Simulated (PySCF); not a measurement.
C$_{2}$H$_{6}$OS, charge +1, doublet, at a GFN2-xTB geometry (a state made from the parent by changing its charge; the spin is typed, not shown lowest); BLYP/STO-3G (PySCF).

The PySCF input:
```python
from pyscf import gto, scf, dft

mol = gto.Mole()
mol.atom = '''
    C    -1.309560    0.641654   -0.781884
    S     0.005058   -0.416698   -0.079591
    C     1.544921    0.562567   -0.186408
    O    -0.289887   -0.665127    1.301266
    H    -2.257560    0.110577   -0.726319
    H    -1.067453    0.860843   -1.816880
    H    -1.374494    1.551658   -0.186786
    H     1.414877    1.474374    0.395107
    H     2.362136   -0.017419    0.237400
    H     1.748490    0.782823   -1.229443
'''
mol.basis = 'sto-3g'
mol.charge = 1
mol.spin = 1
mol.verbose = 4
mol.build()

mf = dft.UKS(mol)
mf.xc = 'blyp'
mf.conv_tol = 1e-11
mf.kernel()
```

It wrote (shortened):

```
PySCF version 2.14.0

[INPUT] verbose = 4
[INPUT] num. atoms = 10
[INPUT] num. electrons = 41
[INPUT] charge = 1
[INPUT] spin (= nelec alpha-beta = 2S) = 1
[INPUT] symmetry False subgroup None
[INPUT] Mole.unit = angstrom
[INPUT] Symbol           X                Y                Z      unit          X                Y                Z       unit  Magmom
[INPUT]  1 C     -1.309560000000   0.641654000000  -0.781884000000 AA   -2.474709743685   1.212550326732  -1.477546621179 Bohr   0.0
[INPUT]  2 S      0.005058000000  -0.416698000000  -0.079591000000 AA    0.009558234738  -0.787445096654  -0.150405191980 Bohr   0.0
[INPUT]  3 C      1.544921000000   0.562567000000  -0.186408000000 AA    2.919477574089   1.063097556718  -0.352260067428 Bohr   0.0
[INPUT]  4 O     -0.289887000000  -0.665127000000   1.301266000000 AA   -0.547807037072  -1.256907868054   2.459036355208 Bohr   0.0
[INPUT]  5 H     -2.257560000000   0.110577000000  -0.726319000000 AA   -4.266170109773   0.208960245676  -1.372543989068 Bohr   0.0
[INPUT]  6 H     -1.067453000000   0.860843000000  -1.816880000000 AA   -2.017193820845   1.626757506249  -3.433405601200 Bohr   0.0
[INPUT]  7 H     -1.374494000000   1.551658000000  -0.186786000000 AA   -2.597417219858   2.932208658990  -0.352974383903 Bohr   0.0
[INPUT]  8 H      1.414877000000   1.474374000000   0.395107000000 AA    2.673730029946   2.786163065179   0.746644019899 Bohr   0.0
[INPUT]  9 H      2.362136000000  -0.017419000000   0.237400000000 AA    4.463790108976  -0.032917139364   0.448620981972 Bohr   0.0
[INPUT] 10 H      1.748490000000   0.782823000000  -1.229443000000 AA    3.304167231541   1.479321074010  -2.323310555764 Bohr   0.0

nuclear repulsion = 184.103271554287
number of shells = 20
number of NR pGTOs = 90
number of NR cGTOs = 30
basis = sto-3g
ecp = {}

******** <class 'pyscf.dft.uks.UKS'> ********
method = UKS
initial guess = minao
damping factor = 0
level_shift factor = 0
DIIS = <class 'pyscf.scf.diis.CDIIS'>
diis_start_cycle = 1
diis_space = 8
diis_damp = 0
SCF conv_tol = 1e-11
SCF conv_tol_grad = None
SCF max_cycles = 50
direct_scf = True
direct_scf_tol = 1e-13
number electrons alpha = 21  beta = 20
XC library pyscf.dft.libxc version 7.1.2
    S. Lehtola, C. Steigemann, M. J. T. Oliveira, and M. A. L. Marques,  SoftwareX 7, 1–5 (2018)
XC functionals = blyp
    A. D. Becke,  Phys. Rev. A 38, 3098 (1988)
    C. Lee, W. Yang, and R. G. Parr,  Phys. Rev. B 37, 785 (1988)
    B. Miehlich, A. Savin, H. Stoll, and H. Preuss,  Chem. Phys. Lett. 157, 200 (1989)
radial grids:
    Treutler-Ahlrichs [JCP 102, 346 (1995); DOI:10.1063/1.469408] (M4) radial grids

becke partition: Becke, JCP 88, 2547 (1988); DOI:10.1063/1.454033
pruning grids: <function nwchem_prune>
grids dens level: 3
symmetrized grids: False
atomic radii adjust function: <function treutler_atomic_radii_adjust>
small_rho_cutoff = 0
Set gradient conv threshold to 3.16228e-06
tot grids = 120048
init E= -546.959375242596

cycle= 1 E= -546.103906275397  delta_E= 0.855  |g|= 0.567  |ddm|= 2.82
cycle= 2 E= -542.647387397156  delta_E= 3.46  |g|= 2.11  |ddm|= 4.08
cycle= 3 E= -546.307060453899  delta_E= -3.66  |g|= 0.269  |ddm|= 3.63
cycle= 4 E= -546.361418347919  delta_E= -0.0544  |g|= 0.0758  |ddm|= 0.578
cycle= 5 E= -546.364646789545  delta_E= -0.00323  |g|= 0.0306  |ddm|= 0.108
cycle= 6 E= -546.365238439653  delta_E= -0.000592  |g|= 0.0145  |ddm|= 0.0341
cycle= 7 E= -546.365381683845  delta_E= -0.000143  |g|= 0.00259  |ddm|= 0.0187
cycle= 8 E= -546.365386630473  delta_E= -4.95e-06  |g|= 0.00033  |ddm|= 0.00374
cycle= 9 E= -546.365386711203  delta_E= -8.07e-08  |g|= 2.43e-05  |ddm|= 0.000498
cycle= 10 E= -546.3653867117  delta_E= -4.97e-10  |g|= 2.6e-06  |ddm|= 4.54e-05
cycle= 11 E= -546.365386711706  delta_E= -5.34e-12  |g|= 6.74e-07  |ddm|= 6.24e-06
Extra cycle  E= -546.365386711705  delta_E= 7.96e-13  |g|= 1.07e-06  |ddm|= 3.18e-06
converged SCF energy = -546.365386711705  <S^2> = 0.75103533  2S+1 = 2.0010351
```
